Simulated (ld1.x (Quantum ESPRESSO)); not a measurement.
u(r) = r·R(r): atom against pseudo-atom (dysprosium)

Columns: radius, all-electron u(r) and pseudo u(r) of the 4f shell (level -3.32 eV) of dysprosium in the configuration [Kr] 4d10 4f10 5s2 5p6 5d0 6s2 6p0; LDA (PZ), scalar-relativistic, TM scheme, ld1.x (Quantum ESPRESSO) 7.5.

```json
{"r (bohr)": "0.173", "all-electron": "0.3223", "pseudo": "0.0607"}
{"r (bohr)": "0.345", "all-electron": "0.8932", "pseudo": "0.5598"}
{"r (bohr)": "0.518", "all-electron": "1.0812", "pseudo": "1.1523"}
{"r (bohr)": "0.690", "all-electron": "1.0230", "pseudo": "1.1767"}
{"r (bohr)": "0.862", "all-electron": "0.8889", "pseudo": "0.9369"}
{"r (bohr)": "1.035", "all-electron": "0.7475", "pseudo": "0.7501"}
{"r (bohr)": "1.208", "all-electron": "0.6220", "pseudo": "0.6220"}
{"r (bohr)": "1.380", "all-electron": "0.5175", "pseudo": "0.5175"}
{"r (bohr)": "1.553", "all-electron": "0.4313", "pseudo": "0.4313"}
{"r (bohr)": "1.725", "all-electron": "0.3615", "pseudo": "0.3615"}
{"r (bohr)": "1.898", "all-electron": "0.3045", "pseudo": "0.3045"}
{"r (bohr)": "2.070", "all-electron": "0.2582", "pseudo": "0.2582"}
{"r (bohr)": "2.242", "all-electron": "0.2202", "pseudo": "0.2202"}
{"r (bohr)": "2.415", "all-electron": "0.1887", "pseudo": "0.1887"}
{"r (bohr)": "2.588", "all-electron": "0.1625", "pseudo": "0.1625"}
{"r (bohr)": "2.760", "all-electron": "0.1408", "pseudo": "0.1408"}
{"r (bohr)": "2.932", "all-electron": "0.1226", "pseudo": "0.1226"}
{"r (bohr)": "3.105", "all-electron": "0.1071", "pseudo": "0.1071"}
{"r (bohr)": "3.278", "all-electron": "0.0940", "pseudo": "0.0940"}
{"r (bohr)": "3.450", "all-electron": "0.0828", "pseudo": "0.0828"}
{"r (bohr)": "3.623", "all-electron": "0.0731", "pseudo": "0.0731"}
{"r (bohr)": "3.795", "all-electron": "0.0648", "pseudo": "0.0648"}
{"r (bohr)": "3.968", "all-electron": "0.0576", "pseudo": "0.0576"}
{"r (bohr)": "4.140", "all-electron": "0.0513", "pseudo": "0.0513"}
{"r (bohr)": "4.312", "all-electron": "0.0458", "pseudo": "0.0458"}
{"r (bohr)": "4.485", "all-electron": "0.0409", "pseudo": "0.0409"}
```

Question: How many radial nodes do the two functions have?

Answer: The all-electron 4f function has n − l − 1 = 0; the pseudo-wave has 0.

Question: At about which radius was the pseudo-wave matched?

Answer: 1.20 bohr, where the columns begin to agree (steps of 0.17 bohr).

Question: Is the pseudo-wave norm-conserving?

Answer: Yes: the TM scheme keeps the norm inside the radius equal to the all-electron one, which fixes the energy derivative of the logarithmic derivative at the level.
